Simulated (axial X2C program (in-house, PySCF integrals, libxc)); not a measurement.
# Nuclear properties of SMoS

Calculated with an in-house all-electron X2C program for linear molecules (integrals from PySCF): two-component X2C with atomic mean-field Coulomb and Gaunt terms, Gaussian nuclei, basis S dyall-av3z, Mo dyall-v3z with contracted cores.

S–Mo–S held linear, with bonds 2.172 and 2.172 Å (near the PBE0 minimum at charge 0 of the determinant lowest at the starting distance; the state shown can have its own minimum elsewhere, held linear; other orders of the atoms were not compared).

Input and command:
```json
{"zs": [16, 42, 16], "q": 0, "bas": ["dyall-av3z", "dyall-v3z", "dyall-av3z"], "r0": [2.15, 2.15], "symm": 1, "scan": ["PBE0", "HF", "PBE"], "levels": ["PBE0", "HF", "TPSSh"], "nst": 2}
```
```bash
python solin.py task.json out
```

Keys: zs atomic numbers; q charge; bas basis sets; r0 starting distance in Å; symm equal bonds; scan levels of the two-bond scan; levels methods; nst determinants followed.

Determinant lowest in the PBE0 search, Ω = 1 (⟨Sz⟩ = 1.00, ⟨Lz⟩ = 0.00 at PBE0), spin on the atoms S -0.13, Mo 1.27, S -0.13:

```
level  A∥/gI S (MHz)  qzz S (a.u.)  A∥/gI Mo (MHz)  qzz Mo (a.u.)
 PBE0           11.4         -1.49            -909          -4.01
   HF          -1.65         -1.88           -1120          -3.08
TPSSh           3.41         -1.45            -936          -4.11
```

Determinant 0.56 eV from it at PBE0 and this distance, Ω = 2 (⟨Sz⟩ = 2.00, ⟨Lz⟩ = 0.00 at PBE0), spin on the atoms S 0.15, Mo 1.70, S 0.15:

```
level  A∥/gI S (MHz)  qzz S (a.u.)  A∥/gI Mo (MHz)  qzz Mo (a.u.)
 PBE0           55.4          1.05             695          -0.85
   HF           56.5          1.42             584          -0.54
TPSSh           62.1          1.00             681          -0.97
```

A∥ (defined per Ω) follows by multiplying with gI = μI/(I μN); qzz is the electric field gradient, eQq0 = 234.96 MHz × Q/barn × qzz. The operators were transformed with the bare-nucleus X2C matrices; with these basis sets, hyperfine constants and field gradients can be off by tens of per cent, and where levels differ in sign neither size nor sign is settled.

**Question.** With Q(33S) = -0.0694 barn, gI(95Mo) = -0.3657, Q(95Mo) = -0.022 barn (g factors from the IAEA table of nuclear moments by Stone; Q from Pyykkö, Mol. Phys. 2018), turn the PBE0 values of the first state into constants in MHz.

**Answer.** eQq0(33S) = 234.96 × (-0.0694) × (-1.49) = 24.3 MHz; A∥(95Mo) = -909 × -0.3657 = 332 MHz; eQq0(95Mo) = 234.96 × (-0.022) × (-4.01) = 20.7 MHz.

The molecule was held linear; bending was not examined, so a bent shape may lie lower.

Each state is one determinant with collinear spin, which with several unpaired electrons need not be a pure state. Unrestricted Hartree–Fock can overshoot spin polarisation at the nuclei. With several open shells hyperfine constants can be off by a factor of several. Open-shell Ω = 0 determinants with evenly filled partner blocks cannot be reached by this program, so the Ω shown need not be the lowest component. The search compared states at one distance, so a state with another bond length can lie lower. Where a field gradient or hyperfine factor spreads by more than a factor of two over the levels, a constant derived from it is not to be relied on. PBE0 term energies can be off by some tenths of an eV.
